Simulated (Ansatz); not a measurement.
The same path of C3H6OSSe (12 atoms, charge 0, multiplicity 1) was run twice with different band settings. The coordinate that changes most is the dihedral C1–C2–S3–H11.

Level of theory: Ansatz 0.2.0, RKS B3LYP/def2-SVP.

Relaxed end points:

```xyz
12
Properties=species:S:1:pos:R:3
C 0.020 -1.364 -0.703
C -0.020 -0.126 0.185
S 1.655 0.361 0.823
C -0.644 1.066 -0.561
O -1.014 0.999 -1.699
Se -0.933 2.737 0.430
H 0.647 -1.188 -1.589
H 0.429 -2.221 -0.148
H -0.994 -1.622 -1.047
H -0.655 -0.297 1.070
H 1.789 -0.715 1.632
H -0.202 2.315 1.641
```

```xyz
12
Properties=species:S:1:pos:R:3
C -0.115 -1.447 -0.569
C -0.091 -0.206 0.316
S 1.479 -0.019 1.276
C -0.348 1.069 -0.498
O -0.220 1.122 -1.690
Se -0.935 2.682 0.462
H 0.644 -1.379 -1.361
H 0.079 -2.345 0.034
H -1.097 -1.552 -1.059
H -0.855 -0.274 1.105
H 2.281 0.158 0.200
H -0.745 2.136 1.820
```

Common settings: spring 5.0 eV/Å²; optimiser quadratic models (default); start path through a guess of the saddle point; force threshold 0.05 eV/Å; end points relaxed.

| run | movable images | climbing image | iteration limit |
| --- | --- | --- | --- |
| 1 | 9 | yes | 31 |
| 2 | 6 | no | 43 |

Problem. What does each run give, and how far can it be trusted?

Solution. Run 1: converged after 17 iterations, highest image 0.051 eV above the first end. A vibrational analysis at the climbing image gives one clearly imaginary mode, 213i cm⁻¹: a first-order saddle point.
Run 2: converged after 12 iterations, highest image 0.047 eV above the first end. No image climbed, so the highest image needn't sit at the top of the path.
